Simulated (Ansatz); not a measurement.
System: MnH, charge 0, multiplicity 7. SMILES: [MnH]
Coordinates optimised at B3LYP-D3(BJ)/def2-TZVP (Ansatz, an electronic-structure program):
```xyz
2

Mn     0.0000     0.0000    -0.0674
H      0.0000     0.0000     1.6847
```
Charge 0, spin multiplicity 7.

Quantity: size of the dipole moment, in D. Terms: LANL2DZ with its own core potentials from Na on; six Cartesian d functions in 6-31G* and its kin unless marked 5d; non-relativistic; no spin-orbit coupling; open shells spin-unrestricted. First-principles rows: single points at B3LYP-D3(BJ) geometries (Ansatz). The spin state of an ion or metal species was assumed, not searched.

```tsv
level	program	size of the dipole moment (D)
SVWN5/6-31G* with LANL2DZ past Ar	Ansatz	0.41
PBE/STO-3G	Ansatz	0.92
PBE/3-21G	Ansatz	1.19
BLYP/6-31G* with LANL2DZ past Ar	Ansatz	0.49
B3LYP/STO-3G	Ansatz	0.95
B3LYP/3-21G	Ansatz	1.25
B3LYP/LANL2DZ	Ansatz	0.71
B3LYP/6-31G	Ansatz	1.45
B3LYP/6-31G*	Ansatz	1.43
B3LYP/6-31G* with LANL2DZ past Ar	Ansatz	0.77
```

No value to compare with is used here. The 10 habitual levels span 0.41 (SVWN5/6-31G* with LANL2DZ past Ar) to 1.45 D (B3LYP/6-31G).

The levels are drawn from those run, B3LYP/6-31G* more often than the rest, none by its result; left out are runs that failed, that the program found above a lower state of the same kind, or whose <S^2> lies over 0.5 above the pure value.
